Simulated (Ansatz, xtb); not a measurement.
**Two isomers of C4H6Ge**

Structure X: `C#C/C=[CH]\[GeH3]`, a singlet. Structure Y: `C#C/C=[CH]/[GeH3]`, a singlet. Both are isolated molecules in the gas phase, relaxed with B3LYP/def2-SVP.

X (Å):

```xyz
11

C     0.7506   -2.9549   -0.4043
C    -0.1829   -2.2972    0.0121
C    -1.2755   -1.5330    0.5197
C    -2.0417   -0.6961   -0.2119
Ge   -1.8232   -0.3476   -2.1273
H     1.5743   -3.5335   -0.7782
H    -1.4817   -1.6588    1.5914
H    -2.8495   -0.1717    0.3111
H    -1.9865   -1.6475   -2.9401
H    -0.4326    0.2519   -2.4169
H    -2.9101    0.6600   -2.5549
```

Y (Å):

```yaml
atoms:
  - { symbol: C, position_ang: [0.3854, -3.4744, 1.0300] }
  - { symbol: C, position_ang: [-0.0294, -2.5327, 0.3836] }
  - { symbol: C, position_ang: [-0.4897, -1.4095, -0.3676] }
  - { symbol: C, position_ang: [-1.6493, -1.3692, -1.0574] }
  - { symbol: Ge, position_ang: [-2.2435, 0.1862, -2.0726] }
  - { symbol: H, position_ang: [0.7448, -4.3109, 1.5992] }
  - { symbol: H, position_ang: [0.1743, -0.5344, -0.3602] }
  - { symbol: H, position_ang: [-2.2892, -2.2597, -1.0444] }
  - { symbol: H, position_ang: [-2.4243, -0.1830, -3.5606] }
  - { symbol: H, position_ang: [-1.1830, 1.2975, -1.9371] }
  - { symbol: H, position_ang: [-3.5993, 0.6910, -1.5340] }
```

Energies in hartree; the thermal terms are from GFN2-xTB frequencies at re-optimised GFN2-xTB minima (ideal gas, soft modes damped towards free rotors, one conformer each, 298.15 K, 1 atm) and include the zero-point energy:

|  | X | Y |
| --- | --- | --- |
| E, CCSD(T)/def2-SVP | −2230.672566 | −2230.673112 |
| E, MP2/def2-SVP | −2230.603755 | −2230.604278 |
| E, MP2/def2-TZVPP | −2231.174144 | −2231.174271 |
| zero-point energy | 0.071783 | 0.071605 |
| H(298 K) − E | 0.080040 | 0.079976 |
| G(298 K) − E | 0.039790 | 0.039874 |

Correct the CCSD(T) difference for the basis set by the MP2 change, then work out ΔE, ΔE₀, ΔH and ΔG for X → Y in kJ/mol (1 Eh = 2625.50 kJ/mol) and the equilibrium ratio [Y]/[X].

1. Differences Y − X: CCSD(T) −0.000546, MP2 in the small set −0.000523, MP2 in the large set −0.000127 Eh.
2. ΔE = −0.000546 + (−0.000127 − (−0.000523)) = −0.000150 Eh = −0.39 kJ/mol.
3. ΔE₀ = ΔE + ΔZPE = −0.000150 + (−0.000178) Eh = −0.86 kJ/mol.
4. ΔH = ΔE + (−0.000064) Eh = −0.56 kJ/mol.
5. ΔG = ΔE + (+0.000084) Eh = −0.17 kJ/mol, so ΔS = (ΔH − ΔG)/T = −1.3 J/(mol K).
6. kT = 0.9442 mEh, so K = [Y]/[X] = exp(−ΔG/kT) = exp(+0.07) ≈ 1.1.

The two are too close for this level to say which is favoured. An error of 4 kJ/mol in ΔG would change K by a factor of 5. Mirror images and further conformers aren't counted.

As drawn, both hold the same kinds of bond in the same numbers.

Other levels gave ΔE = −3.3 (GFN2-xTB); −2.6 (HF/STO-3G, GFN2-xTB geometries); −0.7 (r2SCAN-D4/def2-SVP, GFN2-xTB geometries); −2.9 (B3LYP/def2-SVP); −3.3 (HF/def2-SVP); −1.4 (MP2/def2-SVP); −1.4 (CCSD(T)/def2-SVP) kJ/mol. The correlated steps freeze 13 core orbitals; the filled d shell of Ge is correlated, in a basis made for valence electrons. Programs: Ansatz 0.2.0, xtb 6.7.1.
